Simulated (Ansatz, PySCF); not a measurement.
Caution: the highest occupied level lies above zero, so the state may not be bound. This singlet lies 0.58 eV below the relaxed triplet at the level frozen-core CCSD(T)/aug-cc-pVDZ // PBE0-D3(BJ)/def2-TZVPD (Ansatz, a first-principles code).

H$_{5}$B$_{2}$Si, SMILES `[SiH3][B-]B` (lower singlet) (charge -1, multiplicity 1)

Computed with PBE0-D3(BJ)/def2-TZVPD in PySCF.

HOMO: 0.10 eV
total energy: -341.9655 Ha
cost: very roughly 28 core-seconds

```xyz
8

B      1.9620    -0.4071    -0.1584
B      0.4773    -0.0404    -0.0683
Si    -1.4301     0.3346     0.0964
H      2.7548     0.2910    -0.7623
H      2.4183    -1.4043     0.3652
H     -1.8766     1.5925     0.8057
H     -2.0259    -0.7814     0.9116
H     -2.2827     0.3818    -1.1507
```
Charge -1, spin multiplicity 1.
